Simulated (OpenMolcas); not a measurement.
# Ionisation energies of lanthanum

```
Program             : OpenMolcas 26.06
Basis               : ANO-RCC-VTZP [8s7p5d3f2g1h]
Scalar Hamiltonian  : DKH2, point nucleus
Spin-orbit coupling : RASSI with atomic mean-field integrals over the reference wave functions, term energies averaged over their components
```

Active shells in each charge state: the valence d, s shells, with orbitals averaged over the low states. Where CASPT2's correlated closed shells are named, they are those of the first ion.

A. CASSCF
B. MS-CASPT2, IPEA 0.25 Eh, imaginary shift 0.1 Eh (closed shells correlated: 5s 5p)
C. SS-CASPT2, IPEA 0.25 Eh, imaginary shift 0.1 Eh (closed shells correlated: 5s 5p)
D. MS-CASPT2, IPEA 0 Eh, imaginary shift 0.1 Eh (closed shells correlated: 5s 5p)
E. SS-CASPT2, IPEA 0 Eh, imaginary shift 0.1 Eh (closed shells correlated: 5s 5p)

Energies in eV between the lowest computed levels, named as in B; reference values from the NIST Atomic Spectra Database with their kind.

```tsv
From	To	A	B	C	D	E	Spin-orbit share in B	Reference
La 5d 6s² ²D_3/2	La+ 5d² ³F₂	4.673	5.440	5.373	5.608	5.501	-0.076	5.577 (measured)
La+ 5d² ³F₂	La2+ 5d ²D_3/2	10.392	11.146	11.148	11.281	11.283	+0.035	11.185 (measured)
```

Error against the reference values, in %:

```csv
From,Reference,A,B,C,D,E
La,measured,-16.2,-2.5,-3.7,+0.6,-1.4
La+,measured,-7.1,-0.3,-0.3,+0.9,+0.9
```

Mean absolute error over the 2 measured values: A 0.85 eV, B 0.09 eV, C 0.12 eV, D 0.06 eV, E 0.09 eV. D lies closest.

The lowest level within the active space need not be the ion's true ground level.
